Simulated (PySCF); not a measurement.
C₃H₂O, SMILES C=C=C=O. Atoms are numbered in the order given.

```xyz
6

C     -0.1019     1.8405     0.0000
C      0.2804     0.5657     0.0000
C     -0.0054    -0.7045     0.0000
O     -0.0639    -1.8770     0.0000
H      0.6321     2.6587     0.0000
H     -1.1597     2.1466     0.0000
```

Geometry optimised at r2SCAN-D4/def2-SVP.

Calculation: PBE/pcJ-1 (PySCF).

Isotropic couplings with Fermi-contact, spin-dipole and both spin-orbit terms, one fixed conformer, no vibrational averaging. Isotopes: 13C, 1H.

Question: Estimate the spin–spin coupling constants. (Estimate from the structure and the level; the computed values follow.)

Answer: 
| pair | bonds apart | J (Hz) |
|---|---|---|
| C1–C2 | 1 | 101.5 |
| C1–H5 | 1 | 166.9 |
| C1–H6 | 1 | 160.7 |
| C2–C3 | 1 | 138.2 |
| C1–C3 | 2 | 10.2 |
| C2–H5 | 2 | 11.3 |
| C2–H6 | 2 | -8.8 |
| H5–H6 | 2 | 2.7 |
| C3–H5 | 3 | 16.7 |
| C3–H6 | 3 | 5.7 |
